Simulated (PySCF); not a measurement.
Au2H4S2Si2, SMILES [SiH2]([S][Au])[SiH2][S][Au], multiplicity 1.

Geometry: r2SCAN-D4/def2-SVP. The spin state was assumed, not searched. The def2 effective core potentials stand for the cores of Au; spin–orbit coupling is left out. One conformer was computed; it need not be the lowest.

Two levels are set side by side: TDA-PBE/def2-SVPD (PySCF) and TDA-ωB97X/def2-SVPD (PySCF). Vertical, same geometry. The lowest singlet is HOMO→LUMO 93 % with PBE and HOMO→LUMO 53 %, HOMO−1→LUMO+1 40 % with the other functional; states are paired by order. Differences are taken from unrounded values.

```tsv
quantity	TDA-ωB97X	TDA-PBE	TDA-PBE minus TDA-ωB97X
lowest singlet excitation (eV)	2.63	1.56	-1.07
lowest triplet excitation (TDA) (eV)	2.17	1.32	-0.84
first bright state (f over 0.05) (eV)	3.18	2.43	-0.75
its oscillator strength	0.28	0.26	-0.02
```

Functionals without exact exchange tend to place singlet excitations lower, as here. Differences between two approximate levels are no errors against the true value.

Rough cost on one machine, each run with all the roots and properties that it gave: TDA-ωB97X against TDA-PBE about 5 times.
